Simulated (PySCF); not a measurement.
Be(SMe)(SiMe3), SMILES C[S][Be][Si](C)(C)C (C₄H₁₂BeSSi) (GFN2-xTB optimised geometry):

```
19

Be     0.227    -0.230     0.000
S      2.134    -0.230     0.000
C      2.910    -1.887     0.051
H      2.601    -2.408     0.951
H      3.983    -1.721     0.064
H      2.629    -2.448    -0.833
Si    -1.957     0.044     0.000
C     -2.907    -1.485     0.669
C     -2.739     0.353    -1.725
C     -2.596     1.503     1.070
H     -3.983    -1.331     0.656
H     -2.698    -2.369     0.074
H     -2.623    -1.708     1.693
H     -2.536    -0.470    -2.403
H     -2.340     1.254    -2.181
H     -3.818     0.467    -1.666
H     -2.188     2.448     0.725
H     -2.307     1.385     2.110
H     -3.679     1.583     1.039
```

Computed with B3LYP/def2-SVP in PySCF 2.14.0.

Task: What are the frontier orbital energies and the dipole moment?

Result: HOMO-2 -7.83 eV, HOMO-1 -7.02 eV, HOMO -6.80 eV, LUMO -1.61 eV, LUMO+1 -0.84 eV; dipole moment 1.89 D.

Meta-Löwdin charges at B3LYP/def2-SVP: Be1 0.95, S2 -0.61, C3 -0.31, H4 0.12, H5 0.12, H6 0.12, Si7 0.29, C8 -0.52, C9 -0.52, C10 -0.52, H11 0.10, H12 0.10, H13 0.10, H14 0.10, H15 0.10, H16 0.10, H17 0.10, H18 0.10, H19 0.10.
